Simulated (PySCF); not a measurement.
# Electron correlation in Rh (rhodium, neutral)

[Kr] 4d8 5s1, high-spin 4F determinant. Calculation: PySCF 2.14, in def2-TZVPPD with the def2 core potential (28 electrons) (6s4p3d2f1g, 56 functions); a scalar-relativistic core potential. Frozen: nothing; 17 electrons correlated.

```csv
level,correlation energy (mhartree)
CCSD,-519.62
(T),-15.54
CCSD(T),-535.16
```

Diagnostics: T1 = 0.015, D1 = 0.0722, largest double amplitude 0.021.

Cost of the coupled-cluster step: of the order of 21 core-seconds, for 17 correlated electrons.

Iterations:

```
CC2 = 0
CCSD nocc = (np.int64(10), np.int64(7)), nmo = (56, 56)
frozen orbitals [[], []]
max_cycle = 100
direct = 0
conv_tol = 1e-08
conv_tol_normt = 1e-06
diis_space = 8
diis_start_cycle = 0
Init t2, MP2 energy = -0.527052310091157
Init E_corr(UCCSD) = -0.527052310093964
cycle = 1  E_corr(UCCSD) = -0.508308649154096  dE = 0.0187436609  norm(t1,t2) = 0.0759304
cycle = 2  E_corr(UCCSD) = -0.519089543080295  dE = -0.0107808939  norm(t1,t2) = 0.0222652
cycle = 3  E_corr(UCCSD) = -0.518749726372305  dE = 0.000339816708  norm(t1,t2) = 0.0115818
cycle = 4  E_corr(UCCSD) = -0.519633368447404  dE = -0.000883642075  norm(t1,t2) = 0.00520114
cycle = 5  E_corr(UCCSD) = -0.519659147279544  dE = -2.57788321e-05  norm(t1,t2) = 0.000457548
cycle = 6  E_corr(UCCSD) = -0.519607256939145  dE = 5.18903404e-05  norm(t1,t2) = 0.00019134
cycle = 7  E_corr(UCCSD) = -0.519613245547352  dE = -5.98860821e-06  norm(t1,t2) = 5.374e-05
cycle = 8  E_corr(UCCSD) = -0.519615305695403  dE = -2.06014805e-06  norm(t1,t2) = 1.61542e-05
cycle = 9  E_corr(UCCSD) = -0.519615075541063  dE = 2.3015434e-07  norm(t1,t2) = 4.96107e-06
cycle = 10  E_corr(UCCSD) = -0.519614958962658  dE = 1.16578405e-07  norm(t1,t2) = 1.27292e-06
cycle = 11  E_corr(UCCSD) = -0.519615010383546  dE = -5.14208875e-08  norm(t1,t2) = 3.68744e-07
cycle = 12  E_corr(UCCSD) = -0.519615005234709  dE = 5.14883658e-09  norm(t1,t2) = 9.89766e-08
UCCSD converged
E(UCCSD) = -110.2649419007561  E_corr = -0.5196150052347093
UCCSD(T) correction = -0.0155439506286459
```

The basis has no tight functions for the innermost shells, so their pair energies are far from complete.

This basis was not built for core-valence correlation, so the inner-shell part is incomplete.
